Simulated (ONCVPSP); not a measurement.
Ranking ONCV potentials for fluorine (F)

All share these settings but for the change named:

* Element: F
* Generator: ONCVPSP 4.0.1
* Type: optimised norm-conserving Vanderbilt (ONCV)
* Functional: PBE
* Relativity: non-relativistic
* Frozen core: none
* Valence charge: 9
* Reference configuration: 1s2 2s2 2p5
* Partial waves: 1s+2s: rc 0.40 bohr, ncon 3, nbas 6, qcut 25.8 1/bohr, 2 projectors; 2p: rc 1.05 bohr, ncon 3, nbas 6, qcut 16.3 1/bohr, 2 projectors, debl 3.7 Ha; d scattering state at 0.37 Ha: rc 0.95 bohr, ncon 4, nbas 9, qcut 10.7 1/bohr, 2 projectors, debl 0.9 Ha
* Local potential: polynomial inside 0.30 bohr (lpopt 1, dvloc0 0 Ha)
* Core correction: none

Test errors are all-electron minus pseudo excitation energies from the reference, over 1s2 2s2 2p4; 1s2 2s2 2p3; 1s2 2s2 2p2; 1s2 2s1 2p5. None of these files shows a bound ghost.

The base gives 170.1 meV.

Of 5 variants that were run, those that failed, showed a ghost or another fault, or gave nearly equal values are left out.

Question: Rank these variants by their largest absolute test error, smallest first.
A. all radii scaled by about 1.28 (s 0.52, p 1.34, d 1.22 bohr); local potential polynomial inside 0.38 bohr (lpopt 1, dvloc0 0 Ha)
B. all radii scaled by about 0.88 (s 0.36, p 0.92, d 0.84 bohr); local potential polynomial inside 0.26 bohr (lpopt 1, dvloc0 0 Ha)
C. all radii scaled by about 1.18 (s 0.48, p 1.24, d 1.12 bohr); local potential polynomial inside 0.36 bohr (lpopt 1, dvloc0 0 Ha)
D. all radii scaled by about 1.12 (s 0.44, p 1.18, d 1.06 bohr); local potential polynomial inside 0.34 bohr (lpopt 1, dvloc0 0 Ha)
E. all radii scaled by about 0.77 (s 0.30, p 0.80, d 0.74 bohr); local potential polynomial inside 0.24 bohr (lpopt 1, dvloc0 0 Ha)

Answer: E (62.0 meV), B (89.3 meV), D (302.0 meV), C (372.8 meV), A (533.3 meV).
